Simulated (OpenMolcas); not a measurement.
5d⁵ along the 73-electron sequence

| Property | Result |
| --- | --- |
| Program | OpenMolcas |
| Method | CASSCF |
| Basis | ANO-RCC-VTZP |
| Scalar Hamiltonian | DKH2, point nucleus |
| Spin-orbit coupling | state interaction with AMFI integrals over the reference wave functions, term energies averaged over their components |

Active space for each ion: 5 electrons in 5 orbitals (5d).

Computed levels in cm-1 above ⁶S_5/2:

```json
{"Level": "⁴G_7/2", "Re2+": "22710", "Os3+": "25247", "Ir4+": "27183", "Pt5+": "29133", "Au6+": "30972"}
{"Level": "⁴G_11/2", "Re2+": "23171", "Os3+": "25931", "Ir4+": "28165", "Pt5+": "30413", "Au6+": "32606"}
{"Level": "⁴G_9/2", "Re2+": "23672", "Os3+": "26669", "Ir4+": "29240", "Pt5+": "31860", "Au6+": "34541"}
{"Level": "⁴P_1/2", "Re2+": "26273", "Os3+": "29417", "Ir4+": "32015", "Pt5+": "34703", "Au6+": "37447"}
{"Level": "⁴D_7/2", "Re2+": "28546", "Os3+": "32194", "Ir4+": "35475", "Pt5+": "38917", "Au6+": "42627"}
{"Level": "⁴D_1/2", "Re2+": "31263", "Os3+": "35779", "Ir4+": "40055", "Pt5+": "44506", "Au6+": "49485"}
{"Level": "²I_11/2", "Re2+": "32542", "Os3+": "36624", "Ir4+": "40199", "Pt5+": "44005", "Au6+": "48182"}
{"Level": "²I_13/2", "Re2+": "34674", "Os3+": "39435", "Ir4+": "43765", "Pt5+": "48287", "Au6+": "53230"}
{"Level": "²H_9/2", "Re2+": "41216", "Os3+": "46738", "Ir4+": "51660", "Pt5+": "56753", "Au6+": "62211"}
{"Level": "weight of ⁶S in the lowest level (%)", "Re2+": "94", "Os3+": "92", "Ir4+": "89", "Pt5+": "85", "Au6+": "80"}
```

Mixed levels, with the weight of the term that names them: Re2+ ⁴P_1/2 (69 %), Re2+ ⁴D_1/2 (72 %), Re2+ ²H_9/2 (56 %), Os3+ ⁴P_1/2 (67 %), Os3+ ⁴D_1/2 (71 %), Os3+ ²H_9/2 (55 %), Ir4+ ⁴G_7/2 (72 %), Ir4+ ⁴P_1/2 (66 %), Ir4+ ⁴D_7/2 (72 %), Ir4+ ⁴D_1/2 (70 %), Ir4+ ²H_9/2 (54 %), Pt5+ ⁴G_7/2 (67 %), Pt5+ ⁴P_1/2 (64 %), Pt5+ ⁴D_7/2 (67 %), Pt5+ ⁴D_1/2 (70 %), Pt5+ ²I_11/2 (72 %), Pt5+ ²H_9/2 (54 %), Au6+ ⁴G_7/2 (61 %), Au6+ ⁴G_11/2 (72 %), Au6+ ⁴P_1/2 (63 %), Au6+ ⁴D_7/2 (59 %), Au6+ ⁴D_1/2 (70 %), Au6+ ²I_11/2 (69 %), Au6+ ²H_9/2 (53 %).

Measured, with the error of the calculation in %. Measured levels: Re2+ from the list in Brasseur, Gamrath and Quinet, At. Data Nucl. Data Tables 157, 101636 (2024).

```csv
Level,Re2+
⁴G_7/2,16890 (+34.5)
⁴G_11/2,18020 (+28.6)
⁴G_9/2,18346 (+29.0)
⁴D_7/2,20453 (+39.6)
²I_11/2,26170 (+24.3)
²I_13/2,28588 (+21.3)
```

⁴G_7/2 changes by a factor of 1.36 over the same range, with steps per unit of Z of +2540, +1940, +1950, +1840 cm-1.

Without dynamic correlation excited terms often stand tens of per cent too high (terms of higher spin than the ground term too low), and those without a measured partner can miss by more than the paired ones. Configurations with an s electron lie low in 5d ions of this charge, fall among these levels and mix in, so low-spin terms can stand far too high, up to twice their true height, and weights are not those of the real levels (holds for Re2+). Some levels mix across a computed gap that differs much from the measured one, so their mixing is not that of the real levels (holds for Re2+). Measured partners are found by configuration, term and J. A level has none where our copy of the source lacks it or the pairing is in doubt (some pairs that miss far off the trend of their configuration count as doubtful), and it then counts in no deviation. Only configurations of the active space appear.
